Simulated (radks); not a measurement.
Excited configurations of Ga IX: one electron is placed in a higher orbital outside [Ar] 3d4. The ground configuration is [Ar] 3d5. Calculated with a radial shooting solver on a logarithmic mesh with Libxc functionals: scalar-relativistic Kohn-Sham, PBEsol, spin-polarised, spherical densities, finite nucleus; open shells are filled with parallel spins first; Fermi nuclear charge, rms radius 3.9973 fm. Excitation = E - E(ground); binding = E(ion) - E, where the ion is the core of charge +9; n* = 9/sqrt(2 binding) in atomic units. These energies are relativistic, and a one-electron ion of charge +9 with no core already has n* below n in this formula (scalar-relativistic equation, point nucleus: 4s 3.998, 4d 4.000, 5s 4.998, 6p 5.999, 6d 5.999, 7s 6.998, 7p 6.999).

[
 {"outer orbital": "4s", "excitation (eV)": "77.279", "binding (eV)": "133.91", "n*": "2.869", "<r> (bohr)": "1.408"},
 {"outer orbital": "4d", "excitation (eV)": "116.95", "binding (eV)": "94.234", "n*": "3.420", "<r> (bohr)": "1.653"},
 {"outer orbital": "5s", "excitation (eV)": "137.53", "binding (eV)": "73.657", "n*": "3.868", "<r> (bohr)": "2.537"},
 {"outer orbital": "6p", "excitation (eV)": "167.91", "binding (eV)": "43.280", "n*": "5.046", "<r> (bohr)": "4.198"},
 {"outer orbital": "6d", "excitation (eV)": "173.29", "binding (eV)": "37.893", "n*": "5.393", "<r> (bohr)": "4.584"},
 {"outer orbital": "7s", "excitation (eV)": "178.90", "binding (eV)": "32.285", "n*": "5.843", "<r> (bohr)": "5.760"},
 {"outer orbital": "7p", "excitation (eV)": "180.89", "binding (eV)": "30.297", "n*": "6.031", "<r> (bohr)": "6.034"}
]

The Delta-SCF ionisation energy is 211.19 eV (NIST Atomic Spectra Database: 211 eV, theoretical). Self-interaction in the functional shifts the binding energies and quantum defects, so they are the method's values and not measured ones. Open shells are spherical and high-spin; term and fine-structure splittings are not resolved.
